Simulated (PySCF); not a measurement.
# One molecule, several mistakes: AlCH6OSi

All numbers below are calculated, not measured. The program is PySCF 2.14.0, an open-source quantum chemistry code, run on an isolated molecule that a program drew, which may never have been made. The molecule is AlCH6OSi (charge 0, doublet), drawn as the SMILES string `[AlH2][O]C[SiH2]`.

Each row is a Hartree-Fock (HF) and frozen-core CCSD(T) single point in the cc-pV(D+d)Z basis, meant for a local HF minimum. Run 1 is clean. Each other run has one planted mistake out of seven kinds, and not every kind appears here: one electron removed, one electron added, multiplicity raised by two, geometry at a saddle point, minimal basis STO-3G, one bond length entered in bohr, all coordinates scaled. The reference is restricted for singlets and unrestricted otherwise, and also for a bond in bohr. Adding or removing an electron swaps singlet and doublet. Electrons count all cores. HOMO and LUMO are orbital energies over both spins, the gradient is its largest component, and the lowest frequency (negative if imaginary) is given only where the gradient is small. Bond lengths are over the 9 bonds as drawn. T1 is the CCSD diagnostic: over 0.02 (restricted) or 0.045 (unrestricted) a single reference is doubtful.

Geometry of the clean run:
```xyz
10
AlCH6OSi, angstrom
Al   -0.4831    0.7303   -0.1541
O     0.8296    1.3360    0.7097
C     2.0421    2.0140    0.5086
Si    3.4847    0.9190    1.0920
H    -0.5225    0.9145   -1.7205
H    -1.6061    0.0053    0.6699
H     2.1797    2.2890   -0.5439
H     2.0335    2.9476    1.0788
H     3.3761    0.6186    2.5398
H     3.5056   -0.3491    0.3181
```

| run | electrons | basis functions | <S^2> | HOMO (eV) | LUMO (eV) | gradient (hartree/bohr) | lowest frequency (cm^-1) | mean bond (Å) | longest bond (Å) | T1 | HF (hartree) | CCSD(T) (hartree) | mistake |
|---|---|---|---|---|---|---|---|---|---|---|---|---|---|
| 1 | 47 | 104 | 0.754 | -8.80 | 1.57 | 1.7e-05 | 48 | 1.4775 | 1.903 | 0.0157 | -647.06757 | -647.60793 | no fault |
| 2 | 48 | 104 | 0.000 | -0.28 | 4.97 | 6.5e-02 | - | 1.4775 | 1.903 | 0.0234 | -647.04041 | -647.61718 | one electron added |
| 3 | 46 | 104 | 0.000 | -14.94 | -6.84 | 6.8e-02 | - | 1.4775 | 1.903 | 0.0257 | -646.77937 | -647.31644 | one electron removed |
| 4 | 47 | 104 | 1.548 | -9.06 | 1.55 | 6.2e-02 | - | 1.6162 | 2.652 | 0.0489 | -646.97746 | -647.48908 | one bond length entered in bohr |
| 5 | 47 | 34 | 0.752 | -5.89 | 6.51 | 4.4e-02 | - | 1.4775 | 1.903 | 0.0163 | -639.31927 | -639.52279 | ? |

**Which mistake was planted in run 5, and what did it cost?**

It has 34 basis functions where the clean run has 104, with the same electrons and geometry. So the mistake is: minimal basis STO-3G. Subtracting run 1 and multiplying by 627.51 kcal/mol a hartree, the energy moved by 4862.1 kcal/mol in HF and 5073.5 kcal/mol in CCSD(T).

Cautions from the logs. Run 2: T1 is over the limit, so its CCSD(T) energy is less reliable; run 3: T1 is over the limit, so its CCSD(T) energy is less reliable; run 4: T1 is over the limit, so its CCSD(T) energy is less reliable.
